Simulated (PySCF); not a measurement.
# Match the barriers

Saddle point of AlAsH₆, closed shell (AlH₃ + AsH₃ → AlAsH₄ ([AlH2][AsH2]) + H₂; bonds formed: Al1–As6, H2–H5; bonds broken: Al1–H2, H5–As6), PBE0-D4/def2-TZVP structure:

| atom | x (Å) | y (Å) | z (Å) |
| --- | --- | --- | --- |
| Al1 | -0.2883 | -0.9132 | -0.3893 |
| H2 | 1.1786 | -0.6856 | -1.2113 |
| H3 | -1.4703 | -0.7357 | -1.4149 |
| H4 | -0.0945 | -1.8881 | 0.8305 |
| H5 | 0.9604 | 0.2612 | -0.6454 |
| As6 | 0.3022 | 1.6275 | 0.4541 |
| H7 | -1.1977 | 1.3963 | 0.6021 |
| H8 | 0.6096 | 0.9374 | 1.7743 |

PySCF 2.14 with density fitting (its default auxiliary sets; JK sets also for MP2 and CCSD(T)); basis: def2-TZVPP, with def2-QZVPP for the basis limit; cores frozen in the correlated methods. Filled d shells of the heavier atoms are correlated. The def2 sets are not built for correlating such inner shells, so the correlated values are less sure here. B3LYP uses VWN-RPA correlation. Extrapolation: Hartree–Fock as exp(−7.88 √X), correlation as X^−2.97. Four methods, as single points on the PBE0-D4 structures, gave these electronic barriers from the start structure: 11.36, 17.34, 21.32, 31.09 kcal/mol.

(1) The methods were, in alphabetical order, B3LYP-D4, BHLYP-D4, HF, PBE-D4. Which gave which? (A judgement: the text doesn't fix the answer.)

No T1 diagnostic of these runs exceeds 0.012. The end structure is not quite a true minimum (one mode of 68i cm⁻¹).

Results:

(1) Computed: PBE-D4 11.36; B3LYP-D4 17.34; BHLYP-D4 21.32; HF 31.09 kcal/mol. For comparison, CCSD(T) at an estimated basis limit (MP2 extrapolated from triple and quadruple zeta, plus CCSD(T) − MP2 in triple zeta) gives 18.32 kcal/mol.

Labels in which every atom is bracketed show which atoms are joined, not bond orders.

For scale, one of the runs: CCSD(T)/def2-TZVPP, 174 basis functions, launched by `OMP_NUM_THREADS=4 python run.py`. The run took 3 min on 4 CPU threads of an Arm Neoverse V2 (shared host), with 1.6 GiB of host memory at its peak.
